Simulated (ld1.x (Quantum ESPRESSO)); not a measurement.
**PBE RRKJ dataset for germanium (Ge), scalar-relativistic all-electron reference.**

ld1.x (Quantum ESPRESSO) 7.5 was run on this input:

```
&input
   title='Ge', zed=32., rel=1, dft='PBE', iswitch=3,
   config='[Ar] 3d10 4s1.75 4p2.25',
   nld=3, rlderiv=1.80, eminld=-4.0, emaxld=5.0, deld=0.02
 /
 &inputp
   pseudotype=2, tm=.false., rho0=0.02, lloc=-1, rcloc=0.95,
   nlcc=.true., rcore=0.45,
   file_pseudopw='Ge.UPF', file_wfcaegen='ae.wfc', file_wfcncgen='nc.wfc', file_beta='beta', file_chi='chi'
 /
3
4S  1  0   1.75   0.00  1.65  1.65  0.0
4P  2  1   2.25   0.00  1.65  1.65  0.0
3D  3  2  10.00   0.00  0.65  0.65  0.0
 &test
   configts(1)='3d10 4s1.75 4p2.25'
 /
```

Command:

```bash
ld1.x < Ge.in > Ge.out
```

The program printed (shortened: banner, matrices, multipoles, cross overlaps and the repeated all-electron block are left out):

```
Program LD1 v.7.5
     --------------------------- All-electron run ----------------------------

     Ge
     scalar relativistic calculation

     atomic number is 32.00
     dft =PBE   lsd =0 sic =0 latt =0  beta=0.20 tr2=1.0E-14
     Exchange-correlation= PBE
                           (   1   4   3   4   0   0   0)
     mesh =1207 r(mesh) = 100.41023 a.u. xmin = -7.00 dx = 0.01250
     1 Ry =  13.60569312 eV, c = 137.03599908

     n l     nl                  e(Ry)          e(Ha)          e(eV)
     1 0     1S 1( 2.00)      -805.6658      -402.8329    -10961.6412
     2 0     2S 1( 2.00)      -100.8579       -50.4290     -1372.2421
     2 1     2P 1( 6.00)       -88.1366       -44.0683     -1199.1596
     3 0     3S 1( 2.00)       -12.4178        -6.2089      -168.9525
     3 1     3P 1( 6.00)        -8.5318        -4.2659      -116.0809
     3 2     3D 1(10.00)        -2.1872        -1.0936       -29.7590
     4 0     4S 1( 1.75)        -0.8806        -0.4403       -11.9810
     4 1     4P 1( 2.25)        -0.2995        -0.1497        -4.0745

     final scf error:  9.2E-15 reached in  31 iterations

     Etot =   -4197.525371 Ry,   -2098.762686 Ha,  -57110.242079 eV

     Ekin =    4273.544749 Ry,    2136.772374 Ha,   58144.538396 eV
     Encl =  -10115.420035 Ry,   -5057.710017 Ha, -137627.300806 eV
     Eh   =    1803.316853 Ry,     901.658426 Ha,   24535.375701 eV
     Exc  =    -158.966938 Ry,     -79.483469 Ha,   -2162.855370 eV

     normalization and overlap integrals

     s(1S/1S) =  1.000000  <r> =   0.0470  <r2> =    0.0030  r(max) =   0.0309
     s(2S/2S) =  1.000000  <r> =   0.2100  <r2> =    0.0520  r(max) =   0.1754
     s(2P/2P) =  1.000000  <r> =   0.1837  <r2> =    0.0414  r(max) =   0.1418
     s(3S/3S) =  1.000000  <r> =   0.6242  <r2> =    0.4495  r(max) =   0.5402
     s(3P/3P) =  1.000000  <r> =   0.6470  <r2> =    0.4928  r(max) =   0.5402
     s(3D/3D) =  1.000000  <r> =   0.7359  <r2> =    0.6953  r(max) =   0.5012
     s(4S/4S) =  1.000000  <r> =   2.1078  <r2> =    5.1396  r(max) =   1.7277
     s(4P/4P) =  1.000000  <r> =   2.8679  <r2> =    9.8267  r(max) =   2.1908

     ------------------------ End of All-electron run ------------------------

     --------------------- Generating NC pseudopotential ---------------------

      Generating local potential from pseudized AE potential:
      Matching radius rcloc =   0.9500

      Local pseudo, rcloc= 0.960 Estimated cut-off energy=    26.72 Ry

      Computing core charge for nlcc:

       r > 0.45 : true rho core
       r < 0.45 : rho core = a sin(br)/r    a=  31.93  b=   3.81

      Integrated core pseudo-charge :   9.13

      Wfc   4S  rcut= 1.664  Estimated cut-off energy=       15.80 Ry
      Using 4 Bessel functions for this wfc, rho(0) = 0.020
      This function has    0 nodes for 0 < r <    1.664

      Wfc   4P  rcut= 1.664  Estimated cut-off energy=       61.43 Ry
      This function has    0 nodes for 0 < r <    1.664

      Wfc   3D  rcut= 0.644  Estimated cut-off energy=      558.75 Ry
      This function has    0 nodes for 0 < r <    0.644

     ------------------- End of pseudopotential generation -------------------

     Computing logarithmic derivative in   1.80495
     Computing logarithmic derivative in   1.80495
     Computing the partial wave expansion
     R is outside the sphere for l=    0 j= 0.00
     R is outside the sphere for l=    1 j= 0.00
     R is outside the sphere for l=    2 j= 0.00

     ---------------------- Testing the pseudopotential ----------------------

     Ge
     scalar relativistic calculation

     atomic number is 32.00   valence charge is 14.00
     dft =PBE   lsd =0 sic =0 latt =0  beta=0.20 tr2=1.0E-14
     mesh =1207 r(mesh) = 100.41023 xmin = -7.00 dx = 0.01250

     n l     nl             e AE (Ry)        e PS (Ry)    De AE-PS (Ry)
     3 2     3D   1(10.00)       -2.18725       -2.18727        0.00003
     1 0     4S   1( 1.75)       -0.88059       -0.88059        0.00000
     2 1     4P   1( 2.25)       -0.29947       -0.29947       -0.00000

     eps = 6.1E-17  iter =  6

     Etot =   -4197.525371 Ry,   -2098.762686 Ha,  -57110.242079 eV
     Etotps =  -210.347579 Ry,    -105.173790 Ha,   -2861.924611 eV

     Ekin =     280.425752 Ry,     140.212876 Ha,    3815.386721 eV
     Encl =    -486.772297 Ry,    -243.386148 Ha,   -6622.874492 eV
     Ehrt =     168.530496 Ry,      84.265248 Ha,    2292.974205 eV
     Ecxc =     -54.136686 Ry,     -27.068343 Ha,    -736.567142 eV
     (Ecc =     -21.449215 Ry,     -10.724607 Ha,    -291.831430 eV)
     Epseu=    -118.394843 Ry,     -59.197422 Ha,   -1610.843903 eV

     ---------------------- End of pseudopotential test ----------------------
```

Note: ghost state, extra bound levels that the all-electron valence spectrum of the same l lacks: s at -124.9 eV. A true bound ghost makes a file unfit for plane-wave use.

Generation and configuration tests took about 1.3 s on one core of a shared server CPU.
